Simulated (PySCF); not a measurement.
**ECD: SMILES CO[C@@H]1[CH2][GeH2][C@@H]1F, C4H9FGeO**

Geometry:
```json
{"atom": "C1", "x (Å)": "2.196", "y (Å)": "0.483", "z (Å)": "-0.021"}
{"atom": "O2", "x (Å)": "0.962", "y (Å)": "-0.052", "z (Å)": "-0.437"}
{"atom": "C3", "x (Å)": "0.135", "y (Å)": "-0.542", "z (Å)": "0.598"}
{"atom": "C4", "x (Å)": "-0.942", "y (Å)": "-1.348", "z (Å)": "-0.137"}
{"atom": "Ge5", "x (Å)": "-1.822", "y (Å)": "0.388", "z (Å)": "-0.550"}
{"atom": "C6", "x (Å)": "-0.755", "y (Å)": "0.590", "z (Å)": "1.133"}
{"atom": "F7", "x (Å)": "-0.095", "y (Å)": "1.743", "z (Å)": "1.484"}
{"atom": "H8", "x (Å)": "2.778", "y (Å)": "-0.271", "z (Å)": "0.523"}
{"atom": "H9", "x (Å)": "2.074", "y (Å)": "1.366", "z (Å)": "0.611"}
{"atom": "H10", "x (Å)": "2.726", "y (Å)": "0.761", "z (Å)": "-0.930"}
{"atom": "H11", "x (Å)": "0.729", "y (Å)": "-1.081", "z (Å)": "1.349"}
{"atom": "H12", "x (Å)": "-1.519", "y (Å)": "-1.967", "z (Å)": "0.546"}
{"atom": "H13", "x (Å)": "-0.522", "y (Å)": "-1.966", "z (Å)": "-0.924"}
{"atom": "H14", "x (Å)": "-3.329", "y (Å)": "0.516", "z (Å)": "-0.462"}
{"atom": "H15", "x (Å)": "-1.322", "y (Å)": "1.128", "z (Å)": "-1.750"}
{"atom": "H16", "x (Å)": "-1.302", "y (Å)": "0.263", "z (Å)": "2.024"}
```

The calculation used TDDFT LC-wPBE/aug-cc-pVDZ circular dichroism and optical rotation, one conformer, gas phase (PySCF). Geometry: GFN2-xTB.

The molecule is flexible and this is one conformer; a measurement averages over conformers. The calculation is non-relativistic, which matters for the atoms heavier than Zn.

(1) What are the CIP labels of the stereocentres?

(2) List the lowest 8 singlet excitations with oscillator and rotatory strengths.

Results:

(1) C3 R, C6 S.

(2) Rotatory strengths R in 10⁻⁴⁰ esu² cm², velocity form and length form (origin at the centre of mass); f in length form.
| state | E (eV) | λ (nm) | f | R (velocity) | R (length) | main |
| --- | --- | --- | --- | --- | --- | --- |
| 1 | 7.12 | 174 | 0.034 | +21.4 | +22.0 | HOMO→LUMO+11 0.13, HOMO→LUMO+3 0.12 |
| 2 | 7.34 | 169 | 0.032 | -26.2 | -26.6 | HOMO→LUMO 0.47, HOMO→LUMO+2 0.10 |
| 3 | 7.57 | 164 | 0.058 | -10.6 | -10.2 | HOMO−1→LUMO+2 0.14, HOMO−1→LUMO+1 0.14 |
| 4 | 7.65 | 162 | 0.015 | -2.5 | -2.5 | HOMO−1→LUMO 0.32, HOMO→LUMO+3 0.17 |
| 5 | 7.78 | 159 | 0.024 | -1.5 | -2.0 | HOMO→LUMO+1 0.13, HOMO→LUMO+2 0.11 |
| 6 | 7.87 | 157 | 0.001 | +10.1 | +10.6 | HOMO→LUMO+3 0.29, HOMO−1→LUMO 0.09 |
| 7 | 8.03 | 154 | 0.026 | +18.4 | +18.6 | HOMO→LUMO+1 0.17, HOMO→LUMO+2 0.17 |
| 8 | 8.11 | 153 | 0.002 | +2.0 | +1.9 | HOMO→LUMO+12 0.11, HOMO−1→LUMO+1 0.10 |

Among the states computed, the strongest CD band (largest |R|) is state 2. The largest dissymmetry factor in size, g = 4R/(D+G), with D and G the electric and magnetic dipole strengths, is +0.12 for state 6 (velocity form, f = 0.001), among bands with |R| over 0.5. The mirror image has the same energies and oscillator strengths and all R with the opposite sign.
